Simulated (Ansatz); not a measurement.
CCl3NOSn, SMILES `O=C=[N][Sn]([Cl])([Cl])[Cl]`, relaxed with RKS PBE-D4/def2-SVP in Ansatz 0.2.0 from a rough embedded geometry. The force threshold is 0.03 eV/Å; the program also tests the step.

The species carries charge 0 and has multiplicity 1. Sn: def2 effective core potential.

Start:

```xyz
7

O     0.241    3.054   -0.182
C     0.105    1.869   -0.615
N    -0.013    0.688   -1.080
Sn   -0.084   -0.929    0.066
Cl   -0.300   -2.897   -1.152
Cl   -1.887   -0.749    1.632
Cl    1.937   -1.036    1.330
```

| step | energy (eV) | largest force (eV/Å) | largest move (Å) |
| --- | --- | --- | --- |
| 1 | -47941.5462 | 5.310 | 0.000 |
| 2 | -47942.0402 | 1.100 | 0.087 |
| 3 | -47942.0624 | 0.227 | 0.046 |
| 4 | -47942.0686 | 0.164 | 0.048 |
| 5 | -47942.0692 | 0.846 | 0.174 |
| 6 | -47942.0757 | 0.316 | 0.034 |
| 7 | -47942.0780 | 0.016 | 0.023 |

End:

```xyz
7

O     0.197    3.093   -0.485
C     0.106    1.929   -0.637
N     0.007    0.735   -0.906
Sn   -0.058   -0.960    0.210
Cl   -0.311   -2.735   -1.282
Cl   -1.876   -0.869    1.683
Cl    1.936   -1.193    1.416
```

It took 9.5 s on 4 threads of an Intel Xeon Platinum 8488C on a shared host, with 0.21 GiB of host memory at the peak.
